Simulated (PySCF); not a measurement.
## Deuteron quadrupole couplings in `C=C(C)CCC(F)(F)F`

Species: C₆H₉F₃.
Z-matrix (Å and degrees, GFN2-xTB geometry), rows numbered from 1:
```
C 
C   1  1.3226
C   2  1.4976  1  122.69
C   2  1.5067  1  121.44  3  -179.74
C   4  1.5341  2  111.60  1  -106.44
C   5  1.5132  4  110.65  2   177.72
F   6  1.3442  5  112.10  4   179.50
F   6  1.3415  5  112.74  4   -60.52
F   6  1.3425  5  112.47  4    59.79
H   1  1.0768  2  121.96  3   179.66
H   1  1.0765  2  121.84  3    -0.10
H   3  1.0890  2  110.25  1  -124.27
H   3  1.0891  2  110.72  1   116.63
H   3  1.0861  2  110.91  1    -3.71
H   4  1.0927  2  109.69  1   132.91
H   4  1.0913  2  109.64  1    14.10
H   5  1.0908  4  111.30  2   -63.12
H   5  1.0914  4  110.69  2    58.24
```

Level: PBE0/pcSseg-1 (PySCF, non-relativistic); Q(2H) = 0.00286 b; rigid geometry, the same for H and D, with no vibrational averaging.

Question: Rank these positions by the coupling χzz of a deuteron there, largest first.
A. H18 (methylene hydrogen)
B. H14 (methyl hydrogen)
C. H10 (vinylic hydrogen)

Answer: C (227 kHz), B (213 kHz), A (201 kHz).

Question: Tabulate Vzz, the asymmetry η and χzz = 234.96 MHz × Q × Vzz for every hydrogen position.

Answer: 
```
atom  bonded to  bond length (Å)  Vzz (au)     η  χzz (kHz)
 H10         C1            1.077    0.3378  0.06        227
 H11         C1            1.076    0.3387  0.06        228
 H12         C3            1.089    0.3115  0.03        209
 H13         C3            1.089    0.3131  0.03        210
 H14         C3            1.086    0.3166  0.03        213
 H15         C4            1.093    0.2984  0.02        201
 H16         C4            1.091    0.2996  0.03        201
 H17         C5            1.091    0.3007  0.04        202
 H18         C5            1.091    0.2984  0.03        201
```

Question: How does χzz go with the bond length over the 9 C–H bonds?

Answer: A straight-line fit has a slope of -17.0 kHz for each 0.01 Å, with a correlation coefficient of -0.98, over lengths from 1.076 to 1.093 Å. The longer bonds have the smaller couplings here.

Question: Give the 2H NMR doublet splittings at H16 for a magnetic field along the z, y and x axes of the gradient: 3χ/2, 3χ(1 + η)/4, 3χ(1 − η)/4.

Answer: With |χ| = 201.4 kHz and η = 0.028: 302, 155 and 147 kHz, to first order and without motion.

Geometry: GFN2-xTB, one conformer, isolated molecule. GFN2-xTB bond lengths can be off by several hundredths of an ångström, more for odd bonds, and the gradients follow them. With so small a basis the couplings can be 20 % off.

The run behind these numbers computed NMR shieldings as well. Hardware: Intel Xeon Platinum 8488C, one thread (shared host). Cost: 45 s, 0.86 GiB resident at most.
